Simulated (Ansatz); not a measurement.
Relaxation of C2H8FNOSi (14 atoms, charge 0, multiplicity 1), to a largest force component of 0.02 eV/Å in at most 40 steps.

All numbers below come from RKS PBE0-D4/STO-3G in Ansatz 0.2.0.

```xyz
14
Properties=species:S:1:pos:R:3
C 0.904 -1.526 1.511
C 0.957 -0.290 0.566
O -0.367 -0.013 0.031
Si -0.429 1.270 -0.999
N -2.043 1.049 -1.665
F 0.548 1.119 -2.185
H 1.858 -1.728 1.930
H 0.509 -2.339 0.957
H 0.159 -1.256 2.357
H 1.663 -0.523 -0.221
H 1.329 0.576 1.150
H -0.373 2.561 -0.278
H -2.705 0.823 -0.895
H -2.024 0.248 -2.227
```

Where does it end, and by what steps?

It converged. The force dipped under the threshold on the way, but the program's further checks kept it going. Limits of this set-up: minimal basis. After 13 steps the energy has fallen by 0.688 eV; H13 moved furthest, 0.74 Å.

```csv
step,energy less start (eV),largest force component (eV/Å),accepted
0,0.0000,3.409,yes
1,-0.5521,1.736,yes
2,-0.6394,0.431,yes
3,-0.6087,0.785,no
4,-0.6605,0.079,yes
5,-0.6704,0.163,yes
6,-0.6785,0.157,yes
7,-0.6800,0.345,yes
8,-0.6824,0.304,yes
9,-0.6867,0.120,yes
10,-0.6874,0.022,yes
11,-0.6876,0.012,yes
12,-0.6878,0.031,yes
13,-0.6878,0.017,yes
```

```xyz
14
Properties=species:S:1:pos:R:3
C 0.980 -1.538 1.542
C 0.934 -0.289 0.629
O -0.334 -0.277 -0.075
Si -0.484 1.114 -1.059
N -2.077 1.146 -1.760
F 0.618 0.989 -2.253
H 1.930 -1.573 2.090
H 0.885 -2.452 0.942
H 0.156 -1.511 2.266
H 1.803 -0.328 -0.067
H 1.076 0.618 1.260
H -0.279 2.338 -0.305
H -2.801 1.520 -1.113
H -2.420 0.214 -2.069
```

Time of the run: 23 s on 1 thread of AMD EPYC 9R45 96-Core Processor (Zen 5), with other jobs on the host, peak memory 0.18 GiB.
